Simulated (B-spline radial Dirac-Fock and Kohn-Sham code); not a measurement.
Level of theory: Dirac-Fock orbitals of the configuration average with a finite nucleus; an atomic code on a B-spline grid.

Question: This computed X-ray form factor belongs to an atom or ion in its tabulated ground configuration. Which?

```tsv
sin θ/λ (Å⁻¹)	f₀
0.1	27.937
0.2	27.750
0.4	27.018
0.45	26.765
0.5	26.486
1	22.566
1.4	18.661
3	7.611
5	4.450
```

Answer: Lu⁴³⁺, with 28 electrons in [Ar] 3d10. f₀ tends to the number of electrons as s goes to zero, which the first rows give only roughly, and the rate of fall reflects the nuclear charge, 71.

Question: This computed X-ray form factor belongs to an atom or ion in its tabulated ground configuration. Which?

```
sin θ/λ (Å⁻¹)      f₀
          0.1  13.987
         0.15  13.972
         0.35  13.847
         0.45  13.749
          0.5  13.691
          0.7  13.407
          1.2  12.389
            3   7.994
          3.5   7.112
```

Answer: Au⁶⁵⁺, with 14 electrons in [Ne] 3s2 3p2. f₀ tends to the number of electrons as s goes to zero, which the first rows give only roughly, and the rate of fall reflects the nuclear charge, 79.

Question: This computed X-ray form factor belongs to an atom or ion in its tabulated ground configuration. Which?

```tsv
sin θ/λ (Å⁻¹)	f₀
0.05	31.950
0.15	31.555
0.35	29.724
0.4	29.094
0.45	28.415
0.7	24.606
1.2	17.478
3	5.930
6	2.681
```

Answer: Nd²⁸⁺, with 32 electrons in [Ar] 3d10 4s2 4p2. f₀ tends to the number of electrons as s goes to zero, which the first rows give only roughly, and the rate of fall reflects the nuclear charge, 60.
